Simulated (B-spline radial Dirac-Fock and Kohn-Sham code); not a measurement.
# How the settings move the core levels of Co³⁺

ΔSCF core binding energies without Breit or QED terms, calculated with a B-spline atomic structure program. Keys: rel is the Hamiltonian (dirac, or spin-free x2c and nr, where L3 and M5 stand for the whole 2p and 3d shells), method is hf or an exchange,correlation pair (spin-unpolarised, also for the hole states), nuc the nuclear model, radius_factor scales its radius, rmax is the box in bohr, h the logarithmic mesh step, order the B-spline order, points the quadrature points per cell, c_factor scales the speed of light, and damp, ndamp, maxit and tol steer the iteration. The run stops when the commutator error falls below 10·tol·max(1, Z/10), or the numerical noise floor, and the energy has settled to about 1e-8 Ha; the virial ratio is −V/T.

Base input:

```json
{"items": [{"Z": 27, "q": 3, "cfg": [[1, 0, 2], [2, 0, 2], [2, 1, 6], [3, 0, 2], [3, 1, 6], [3, 2, 6]], "A": 59, "rrms": 3.7875, "do": "settings", "holes": ["K", "L3", "M5"],
  "settings": [{"rel": "dirac", "method": "hf", "nuc": "fermi", "radius_factor": 1.0, "rmax": 45.0, "h": 0.3, "order": 8, "points": 10, "c_factor": 1.0, "maxit": 60, "damp": 0.5, "ndamp": 3, "tol": 1e-08}]}]}
```

The ground state converged in 10 iterations, with total energy -1389.95682 Ha, virial ratio 1.98456 and highest orbital energy -55.75 eV. ΔSCF binding energies: K (1s) 7779.0 eV, L3 (2p3/2) 838.8 eV. Holes are computed only in closed shells, and unreliable hole states are left out.

Changes from the base run:

```
                                 changed setting  Δ total energy (Ha)  Δ K (eV)  Δ L3 (eV)  iterations
                              method = "pbe,pbe"                    ?         ?          ?           ?
                                  c_factor = 2.0             +8.05962    -57.97      +1.36          10
                                       order = 5             +0.00022      0.00       0.00          10
    method = "pbe,pbe"; rmax = 60.0; tol = 1e-06             -0.95016    +16.57      -1.69           9
                                     tol = 1e-06              0.00000      0.00       0.00           9
                                      damp = 0.2              0.00000      0.00       0.00          10
nuc = "sphere"; radius_factor = 0.8; rmax = 60.0             -0.00178     +0.02       0.00          10
```

**Question.** What does the change method = "pbe,pbe" do?

**Answer.** The total energy moves by -0.95016 Ha and the binding energies by K +16.57 eV, L3 -1.69 eV; the run takes 10 iterations.
